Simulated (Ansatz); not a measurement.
Species: CH₇ClNSi₂ (charge 0, doublet). It need not be the lowest isomer of its formula. 
Coordinates optimised at B3LYP-D3(BJ)/def2-TZVP (Ansatz, a quantum-chemistry and plane-wave program):
SMILES: Cl[Si](N[SiH3])C
```xyz
12

Si     0.4982     0.5398    -0.4798
C      1.2587    -1.0752    -1.0589
Cl     1.6093     1.2786     1.1369
N     -1.1158     0.2294     0.0437
Si    -2.1099    -1.1772    -0.1984
H      0.7065    -1.4808    -1.9086
H      2.2923    -0.9154    -1.3650
H      1.2475    -1.8071    -0.2467
H     -1.5591     0.9840     0.5506
H     -3.4991    -0.8158     0.1613
H     -1.6708    -2.3205     0.6371
H     -2.0543    -1.6115    -1.6134
```
Charge 0, spin multiplicity 2.

Basis-set convergence of Hartree-Fock and CCSD(T) correlation energies (hartree) with Ansatz. Correlated levels leave the core frozen unless marked. UHF or UKS for open shells. No spin-orbit coupling. Non-relativistic.

```tsv
basis	functions	E(HF)	E(corr, CCSD(T))
cc-pV(D+d)Z	132	-1133.85584	-0.71593
cc-pV(T+d)Z	275	-1133.93550	-0.89835
cc-pV(Q+d)Z	512	-1133.95320	-0.95766
```

Extrapolating the two largest sets (X = 3 and 4) as X^-3: E(corr) = (64·(-0.95766) - 27·(-0.89835))/37 = -1.0009 Eh, an estimate of the basis-set limit. The largest set recovers 95.7 % of it, the smallest 71.5 %.
